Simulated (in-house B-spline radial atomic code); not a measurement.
**Ge V (Ge4+): [Ar] 3d10**

Computed with a radial B-spline atomic code at the basis-set limit: non-relativistic LDA exchange-only, spin-polarised, spherical fractional occupations, point nucleus.

Screening seen three ways: the hydrogenic charge with the same mean radius, Z_r = [3n² - l(l+1)]/(2<r>), the one with the same energy, Z_e = n√(-2ε), and Slater's rules. Values are occupation-weighted means over spin.

```
shell  electrons   ε (eV)  <r> (bohr)    Z_r    Z_e  Slater
   1s          2   -10831     0.04792  31.30  28.21   31.70
   2s          2  -1381.6      0.2142  28.01  20.15   27.85
   2p          6  -1236.5      0.1854  26.96  19.07   27.85
   3s          2  -209.11       0.636  21.23  11.76   20.75
   3p          6  -161.01      0.6513  19.19  10.32   20.75
   3d         10  -76.939       0.716  14.66   7.13   10.85
```

The least bound orbital is 3d at -76.94 eV, and it is also the most diffuse (<r> = 0.716 bohr).

The density falls to 0.001 bohr⁻³ at 2.353 bohr; Σ<r²> = 10.755 bohr² gives, by the non-relativistic formula and without the paramagnetism of open shells, a Langevin diamagnetic susceptibility of -8.518×10⁻⁶ cm³/mol.
